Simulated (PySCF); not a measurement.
B(F)(NCO)(OMe) (C2H3BFNO2), SMILES B(F)(N=C=O)OC.

Geometry: r2SCAN-D4/def2-SVP. The structure was generated by enumeration, and PubChem lists no compound with its InChIKey, so it may never have been made. One conformer was computed; it need not be the lowest.

Two levels are set side by side: TDDFT-PBE/def2-SVPD (PySCF) and TDDFT-LC-ωPBE/def2-SVPD (PySCF). Vertical, same geometry. The lowest singlet is HOMO−1→LUMO 99 % with PBE and HOMO−1→LUMO+1 90 % with the other functional; states are paired by order. Differences are taken from unrounded values.

```csv
quantity,TDDFT-PBE
lowest singlet excitation (eV),6.49
lowest triplet excitation (TDA) (eV),5.87
first bright state (f over 0.05) (eV),6.79
its oscillator strength,0.14
```

Q: These are the TDDFT-PBE values. What does TDDFT-LC-ωPBE give? (Estimate from the structure and the level; the computed values follow.)

A: 
```json
[
 {"quantity": "lowest singlet excitation (eV)", "TDDFT-LC-ωPBE": "6.97", "TDDFT-PBE minus TDDFT-LC-ωPBE": "-0.47"},
 {"quantity": "lowest triplet excitation (TDA) (eV)", "TDDFT-LC-ωPBE": "6.36", "TDDFT-PBE minus TDDFT-LC-ωPBE": "-0.50"},
 {"quantity": "first bright state (f over 0.05) (eV)", "TDDFT-LC-ωPBE": "8.62", "TDDFT-PBE minus TDDFT-LC-ωPBE": "-1.83"},
 {"quantity": "its oscillator strength", "TDDFT-LC-ωPBE": "0.06", "TDDFT-PBE minus TDDFT-LC-ωPBE": "0.08"}
]
```

A lower first singlet is the usual sign of a functional without exact exchange. Differences between two approximate levels are no errors against the true value.

Rough cost on one machine, each run with all the roots and properties that it gave: TDDFT-LC-ωPBE against TDDFT-PBE about 5 times.
